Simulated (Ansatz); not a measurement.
`F[Si]1(F)BC1` → B• + C• + 2 F• + 3 H• + Si•  (atomization)

Isolated molecules relaxed with PBE0-D4/def2-TZVP in Ansatz; ΔE leaves out vibrations. CCSD(T)/CBS is the MP2 limit (def2-TZVPP, def2-QZVPP) plus CCSD(T) − MP2 in def2-TZVPP, frozen cores. This one scheme is used for every species, atoms too. Functionals use def2-TZVPP. Open shells (•) are unrestricted, without spin–orbit coupling. Spin–orbit coupling would lower the free atoms: a little for B, C, F, Si.

Problem. What is ΔE at CCSD(T)/CBS? (Best estimate.)

Solution. Computed: +753.9 kcal/mol.

Problem. What do these levels give: LDA (SPW92), revPBE-D4, B97M-V, r2SCANh-D4, PBE-QIDH, BLYP, LC-ωPBE, CCSD(T)/def2-SVP, SCS-MP2/def2-TZVPP, CCSD/def2-TZVPP, CCSD(T)/def2-TZVPP, HF/def2-QZVPP? (Estimate.)

Solution. Computed: LDA (SPW92) 870.5, revPBE-D4 749.8, B97M-V 761.5, r2SCANh-D4 755.2, PBE-QIDH 751.4, BLYP 744.5, LC-ωPBE 755.0, CCSD(T)/def2-SVP 701.0, SCS-MP2/def2-TZVPP 744.7, CCSD/def2-TZVPP 719.8, CCSD(T)/def2-TZVPP 732.9, HF/def2-QZVPP 559.8 kcal/mol.

Largest T1 diagnostic among the species: 0.014.

From BLYP to BHLYP (50 % exact exchange), in def2-TZVPP and without D4, ΔE moves by −22.4 kcal/mol: exact exchange takes away binding that semilocal exchange gives to molecules. The D4 term adds +5.8 kcal/mol with B3LYP and +3.0 kcal/mol with PBE0; it sums over pairs of atoms, weighted by their polarisabilities, and B3LYP, whose exchange is more repulsive, gets the larger term. At CCSD(T), def2-SVP lies −52.8 kcal/mol from the extrapolated value and def2-TZVPP −20.9 kcal/mol: correlation converges slowly with the basis, and small sets miss more of it in the bonded molecule than in its fragments.

B3LYP here is the variant with VWN-RPA as its local correlation; programs differ in this.

For atomizations the MP2-based limit and the directly extrapolated one differ by several kJ/mol either way, and by 10 to 25 for some Ge, Se and Sn compounds, so smaller differences from it don't rank the levels.
